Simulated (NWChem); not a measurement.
System: CH3Si, doublet; SMILES [CH]=[SiH2]

Computed with NWChem. Pople sets run with spherical d functions. Spin-unrestricted. Spin-contaminated determinants: B3LYP/STO-3G (<S²> = 0.88). In the optimisation the excess spin sits in a" (Cs, its own frame). All runs use the structure optimised with PBE0/def2-SVP, spin-unrestricted. No stability test was run on the SCF state. Solvent water, SMD (1 M gas to 1 M solution), gas-phase geometry. Reactions with the solvent are ignored.

Task: Taking B3LYP/6-311++G** as the yardstick, which of these has the fewest basis functions while keeping “solvation free energy (kcal/mol)” within 1.0 kcal/mol of it: B3LYP/6-31+G*; B3LYP/6-311G**; B3LYP/STO-3G; B3LYP/3-21G; B3LYP/6-31G*?

Result: B3LYP/3-21G (a larger set in the list lies outside the tolerance).
```json
[
 {"level": "B3LYP/STO-3G", "basis functions": "17", "solvation free energy (kcal/mol)": "3.5", "relative time (rough)": "1"},
 {"level": "B3LYP/3-21G", "basis functions": "28", "solvation free energy (kcal/mol)": "-2.5", "relative time (rough)": "1"},
 {"level": "B3LYP/6-31G*", "basis functions": "38", "solvation free energy (kcal/mol)": "-1.6", "relative time (rough)": "2"},
 {"level": "B3LYP/6-31+G*", "basis functions": "46", "solvation free energy (kcal/mol)": "-2.9", "relative time (rough)": "3"},
 {"level": "B3LYP/6-311G**", "basis functions": "62", "solvation free energy (kcal/mol)": "-2.5", "relative time (rough)": "3"},
 {"level": "B3LYP/6-311++G**", "basis functions": "73", "solvation free energy (kcal/mol)": "-3.0", "relative time (rough)": "4"}
]
```

The yardstick is one finite set, not the basis-set limit.
